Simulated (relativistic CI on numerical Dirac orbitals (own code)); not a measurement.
# Gd63+: sensitivity of the levels to the model

Base calculation: Dirac-Coulomb-Breit CI, orbitals from a KLI potential per configuration, a model potential for QED.

Configurations in the expansion: 1s, 2s, 2p, 3s, 3p, 3d, 4s, 4p, 4d, 4f, 5s, 5p, 5d, 5f, 5g, 6s, 6p, 6d. Levels of other configurations are missing.

Variants: (1) QED terms removed; (2) non-relativistic limit. Shifts of the energy above 1s 2S_1/2, in eV, for the lowest level and the first level of each name with at least 55 % of one term (blank where a level changes its place among those of its configuration and J or its character, or is not in the variant):

```
     Level     Base   Δ(1)     Δ(2)
 1s 2S_1/2      0.0    0.0      0.0
2p 2P°_1/2  44058.1  +75.7  -2264.4
 2s 2S_1/2  44071.7  +63.6  -2277.6
2p 2P°_3/2  44940.2  +74.5  -3146.5
3p 2P°_1/2  52495.7  +76.4  -2961.9
 3s 2S_1/2  52499.7  +72.8  -2965.9
 3d 2D_3/2  52757.5  +76.6  -3223.8
3p 2P°_3/2  52758.2  +76.0  -3224.4
 3d 2D_5/2  52835.7  +76.5  -3301.9
4p 2P°_1/2  55411.6  +76.5  -3168.7
 4s 2S_1/2  55413.2  +75.0  -3170.4
 4d 2D_3/2  55521.5  +76.6  -3278.6
4p 2P°_3/2  55521.7  +76.4  -3278.9
4f 2F°_5/2  55554.5  +76.6  -3311.7
 4d 2D_5/2  55554.6  +76.5  -3311.8
4f 2F°_7/2  55570.6  +76.6  -3327.8
5p 2P°_1/2  56745.5  +76.6  -3248.8
 5s 2S_1/2  56746.4  +75.8  -3249.6
 5d 2D_3/2  56801.5  +76.6  -3304.7
5p 2P°_3/2  56801.6  +76.5  -3304.9
5f 2F°_5/2  56818.4  +76.6  -3321.7
 5d 2D_5/2  56818.4  +76.6  -3321.7
```
